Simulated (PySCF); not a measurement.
PySCF input (M06-2X/def2-TZVPD):

```python
from pyscf import gto, scf, dft

mol = gto.M(
    atom='''
    Si    0.74709231    0.60446813   -0.39817545
    C     1.63938611   -1.01782919   -0.46059291
    F     1.32149829    1.43786697    0.85560078
    N    -0.95265188    0.37092452   -0.24177445
    Si   -1.86883619   -0.95127389    0.41874737
    H     0.99190622    1.46195534   -1.57570154
    H     1.30019972   -1.62179430   -1.30385292
    H     2.71219800   -0.84769450   -0.56965284
    H     1.48364500   -1.59344838    0.45359504
    H    -1.50561405    1.20146575   -0.41833872
    H    -1.13433431   -2.21055804    0.12373562
    H    -3.20482433   -0.96494461   -0.24221986
    ''',
    basis='def2-tzvpd',
    charge=0,
    spin=1,
    verbose=4,
)

mf = dft.UKS(mol, xc='m062x').density_fit(auxbasis='def2-universal-jkfit')
mf.grids.level = 4
mf.conv_tol = 1e-9
mf.max_cycle = 100
mf.max_memory = 1500
mf.kernel()
if not mf.converged:
    mf = mf.newton()
    mf.kernel(mf.make_rdm1())
for _ in range(2):
    mo, _, stable, _ = mf.stability(return_status=True)
    if stable:
        break
    mf.kernel(mf.make_rdm1(mo, mf.mo_occ))
mf.analyze()
```

End of the output:

```
Extra cycle  E= -775.969490907885  delta_E= -1.77e-11  |g|= 4.27e-06  |ddm|= 1.1e-05
converged SCF energy = -775.969490907885  <S^2> = 0.7531022  2S+1 = 2.0030998
uhf_internal: lowest eigs of H = [0.29743532 0.35979649 0.36993014]
<class 'pyscf.df.df_jk.DFUKS'> wavefunction is stable in the internal stability analysis
**** SCF Summaries ****
Total Energy =                        -775.969490907885074
Nuclear Repulsion Energy =             295.734412103264901
One-electron Energy =                -1661.127335793679549
Two-electron Energy =                  589.423432782529517
Two-electron Coulomb Energy =          656.724023330538785
DFT Exchange-Correlation Energy =      -67.300590548009268
HOMO-LUMO gap [eV] =                     4.639326382917773
**** MO energy ****
                             alpha | beta                alpha | beta
MO #1   energy= -67.0431204658952  | -67.0431078124583  occ= 1 | 1
MO #2   energy= -67.0245537247386  | -67.0194364879239  occ= 1 | 1
MO #3   energy= -25.2218763900965  | -25.221850682303   occ= 1 | 1
MO #4   energy= -14.7396368048818  | -14.7380959029576  occ= 1 | 1
MO #5   energy= -10.5236878906925  | -10.5236881998338  occ= 1 | 1
MO #6   energy= -5.57738938873735  | -5.57740883181498  occ= 1 | 1
MO #7   energy= -5.56167360116925  | -5.55823345652551  occ= 1 | 1
MO #8   energy= -3.88948969108166  | -3.88941372745638  occ= 1 | 1
MO #9   energy= -3.88828871480169  | -3.88833207162321  occ= 1 | 1
MO #10  energy= -3.88760282693928  | -3.88759899202415  occ= 1 | 1
MO #11  energy= -3.87648162017865  | -3.86919118960679  occ= 1 | 1
MO #12  energy= -3.87096536397654  | -3.86858988304048  occ= 1 | 1
MO #13  energy= -3.87043702452205  | -3.86425331358819  occ= 1 | 1
MO #14  energy= -1.31681609355432  | -1.31671987687298  occ= 1 | 1
MO #15  energy= -0.961135260586531 | -0.954569342924927 occ= 1 | 1
MO #16  energy= -0.800517321430107 | -0.800441960663719 occ= 1 | 1
MO #17  energy= -0.635954547251622 | -0.630484272898775 occ= 1 | 1
MO #18  energy= -0.607967693289775 | -0.594008421048343 occ= 1 | 1
MO #19  energy= -0.556876132647087 | -0.553579793192416 occ= 1 | 1
MO #20  energy= -0.53622524603189  | -0.535502994090992 occ= 1 | 1
MO #21  energy= -0.528347941982081 | -0.527385767506455 occ= 1 | 1
MO #22  energy= -0.490146977260289 | -0.485707272481622 occ= 1 | 1
MO #23  energy= -0.4768528277346   | -0.474854624449238 occ= 1 | 1
MO #24  energy= -0.472497557407004 | -0.470101163543785 occ= 1 | 1
MO #25  energy= -0.429356526632965 | -0.42535988167314  occ= 1 | 1
MO #26  energy= -0.404636028023626 | -0.39590588639214  occ= 1 | 1
MO #27  energy= -0.389049619869701 | -0.383233705802932 occ= 1 | 1
MO #28  energy= -0.381905505101669 | -0.364329605814431 occ= 1 | 1
MO #29  energy= -0.242928552694458 | -0.072436451354676 occ= 1 | 0
MO #30  energy= 0.00931455799832458 | 0.00591444660421871 occ= 0 | 0
MO #31  energy= 0.0207674128642863 | 0.0182057533760879 occ= 0 | 0
MO #32  energy= 0.0331521883120054 | 0.0303387053856608 occ= 0 | 0
MO #33  energy= 0.0373618496158624 | 0.0366413217569275 occ= 0 | 0
MO #34  energy= 0.0543373948342735 | 0.0450566419447287 occ= 0 | 0
MO #35  energy= 0.0579816301104931 | 0.0524251827678197 occ= 0 | 0
MO #36  energy= 0.0646392125510605 | 0.0540402834723281 occ= 0 | 0
MO #37  energy= 0.0753607688412264 | 0.0694998285945295 occ= 0 | 0
MO #38  energy= 0.088634138727981  | 0.084281496243609  occ= 0 | 0
MO #39  energy= 0.093233223593615  | 0.0857188523831794 occ= 0 | 0
MO #40  energy= 0.10267161718581   | 0.0953864778976736 occ= 0 | 0
MO #41  energy= 0.107205664476515  | 0.102568214884848  occ= 0 | 0
MO #42  energy= 0.11067722300031   | 0.104599801614065  occ= 0 | 0
MO #43  energy= 0.118515391649119  | 0.106757500493674  occ= 0 | 0
MO #44  energy= 0.124847780377969  | 0.121836296919402  occ= 0 | 0
MO #45  energy= 0.130897532553393  | 0.124642273152874  occ= 0 | 0
MO #46  energy= 0.134441321860957  | 0.129169880753719  occ= 0 | 0
MO #47  energy= 0.147635852162117  | 0.140264542371079  occ= 0 | 0
MO #48  energy= 0.153601691547665  | 0.152098956622462  occ= 0 | 0
MO #49  energy= 0.156198580566972  | 0.153231185174712  occ= 0 | 0
MO #50  energy= 0.170576141894153  | 0.165695323782501  occ= 0 | 0
MO #51  energy= 0.176315532593216  | 0.172132471517103  occ= 0 | 0
MO #52  energy= 0.180905689632189  | 0.177676952967744  occ= 0 | 0
MO #53  energy= 0.187588644092856  | 0.181182298998152  occ= 0 | 0
MO #54  energy= 0.196364504042088  | 0.190281137981352  occ= 0 | 0
MO #55  energy= 0.200318359363897  | 0.197293319615372  occ= 0 | 0
MO #56  energy= 0.21642792151868   | 0.212446404626454  occ= 0 | 0
MO #57  energy= 0.217396713829114  | 0.214965749714319  occ= 0 | 0
MO #58  energy= 0.222161795764481  | 0.221111241499445  occ= 0 | 0
MO #59  energy= 0.23814093613558   | 0.22281695685758   occ= 0 | 0
MO #60  energy= 0.241977569434689  | 0.233961293880505  occ= 0 | 0
MO #61  energy= 0.248743630309809  | 0.245866057951366  occ= 0 | 0
MO #62  energy= 0.263452956702214  | 0.253369828381635  occ= 0 | 0
MO #63  energy= 0.266323424606017  | 0.259584295623086  occ= 0 | 0
MO #64  energy= 0.271146986225036  | 0.264836488102386  occ= 0 | 0
MO #65  energy= 0.275124982139184  | 0.269162522656554  occ= 0 | 0
MO #66  energy= 0.284455321078566  | 0.283186107491786  occ= 0 | 0
MO #67  energy= 0.289650824964673  | 0.288176328584404  occ= 0 | 0
MO #68  energy= 0.300458444859269  | 0.291534836383466  occ= 0 | 0
MO #69  energy= 0.302166239622824  | 0.298453482574909  occ= 0 | 0
MO #70  energy= 0.312569841271857  | 0.303276719822512  occ= 0 | 0
MO #71  energy= 0.318705168596382  | 0.310455022960456  occ= 0 | 0
MO #72  energy= 0.329662889124812  | 0.316517031666658  occ= 0 | 0
MO #73  energy= 0.336197498692295  | 0.32898752055762   occ= 0 | 0
MO #74  energy= 0.337106850882326  | 0.33201138492538   occ= 0 | 0
MO #75  energy= 0.34327030096975   | 0.340310471086428  occ= 0 | 0
MO #76  energy= 0.348450445941924  | 0.34613557042232   occ= 0 | 0
MO #77  energy= 0.35816026635544   | 0.352473001164237  occ= 0 | 0
MO #78  energy= 0.372183820216272  | 0.362682910789818  occ= 0 | 0
MO #79  energy= 0.378544832320639  | 0.374730993958454  occ= 0 | 0
MO #80  energy= 0.385393761891099  | 0.376687476112068  occ= 0 | 0
MO #81  energy= 0.391636355928562  | 0.389020287899249  occ= 0 | 0
MO #82  energy= 0.414125689887026  | 0.408781656063527  occ= 0 | 0
MO #83  energy= 0.418988570943095  | 0.411769826694846  occ= 0 | 0
MO #84  energy= 0.420627766472459  | 0.416502159004587  occ= 0 | 0
MO #85  energy= 0.426871619100678  | 0.421039910493842  occ= 0 | 0
MO #86  energy= 0.432578928830799  | 0.428076662384216  occ= 0 | 0
MO #87  energy= 0.444858376194394  | 0.438602943371515  occ= 0 | 0
MO #88  energy= 0.449901425059674  | 0.446784125499323  occ= 0 | 0
MO #89  energy= 0.459600674203712  | 0.452404236125043  occ= 0 | 0
MO #90  energy= 0.463509530653126  | 0.461439233750118  occ= 0 | 0
MO #91  energy= 0.474072032174434  | 0.472480218031609  occ= 0 | 0
MO #92  energy= 0.487989798241144  | 0.484456923477112  occ= 0 | 0
MO #93  energy= 0.507598661507553  | 0.501713368453731  occ= 0 | 0
MO #94  energy= 0.511832325854111  | 0.503700079649981  occ= 0 | 0
MO #95  energy= 0.518532861570494  | 0.512909097083486  occ= 0 | 0
MO #96  energy= 0.535573244652104  | 0.524946325395179  occ= 0 | 0
MO #97  energy= 0.541823956394405  | 0.540863472499013  occ= 0 | 0
MO #98  energy= 0.552449802502286  | 0.546449925245718  occ= 0 | 0
MO #99  energy= 0.560636494084075  | 0.553220613653103  occ= 0 | 0
MO #100 energy= 0.568794327783443  | 0.565140851497253  occ= 0 | 0
MO #101 energy= 0.579214283438882  | 0.572680216048825  occ= 0 | 0
MO #102 energy= 0.59925019427514   | 0.592769966293551  occ= 0 | 0
MO #103 energy= 0.611532424779496  | 0.609611490957552  occ= 0 | 0
MO #104 energy= 0.615210130152292  | 0.610871329945887  occ= 0 | 0
[...]
```

It need not be the lowest isomer of its formula.
